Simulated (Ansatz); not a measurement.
Job for Ansatz (a quantum-chemistry and plane-wave program): R-revPBE/def2-TZVPPD on HCl (SMILES Cl). Files ending in .json are basis or fitting sets from the Basis Set Exchange.

Ansatz 0.2 input:
```yaml
crystal:
  periodic: [false, false, false]
  atoms:
    - {symbol: Cl, position_ang: [-0.11766468, 0.53798936, -0.46653399]}
    - {symbol: H, position_ang: [-0.12369245, 0.34362504, 0.81057930]}
basis:
  gaussian:
    orbitals: def2-TZVPPD.json
hamiltonian:
  xc: {name: revPBE}
scf: {lower_state_search: off}
```

**Question.** Predict the final total energy.

**Answer.** -460.7377 hartree.
